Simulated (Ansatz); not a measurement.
```xyz
14

C     0.0000    0.0000    0.0000
C     1.1691    0.6750    0.0000
C     2.4249   -0.0500    0.0000
C     3.5940    0.6250    0.0000
C     4.2219    0.9875   -1.2557
C     5.3910    1.6625   -1.2557
H     0.0000   -1.0900    0.0000
H    -0.9440    0.5450    0.0000
H     1.1691    1.7650    0.0000
H     2.4249   -1.1400    0.0000
H     4.0660    0.8975    0.9440
H     3.7499    0.7150   -2.1997
H     5.8630    1.9350   -0.3118
H     5.8630    1.9350   -2.1997
```

Basis set: def2-TZVP (spherical functions). Charge 0, multiplicity 1.

Computed with Ansatz (development build ahead of 0.2.0); each method stands on the lowest determinant of its kind that the runs found. Restricted functionals stand beside restricted open-shell atoms, which can lie above the unrestricted atoms usual in DFT and then raise those values.

The atomization energy at this shape (free ground-state atoms in the same class of orbitals less the molecule, no zero-point energy) of singlet C₆H₈:

```csv
method,atomization energy
ωB97X (restricted),59.76 eV
PBE0 (unrestricted),61.50 eV
PBE0 (restricted),60.62 eV
UHF,46.10 eV
```

(1) What does RHF give?

Results:

(1) 43.87 eV. Caution for PBE0 (unrestricted), UHF: the unrestricted determinant is a mixture of spin states. Caution for PBE0 (restricted), RHF: an unrestricted determinant lies well below.

The shape needn't be a minimum at these levels.
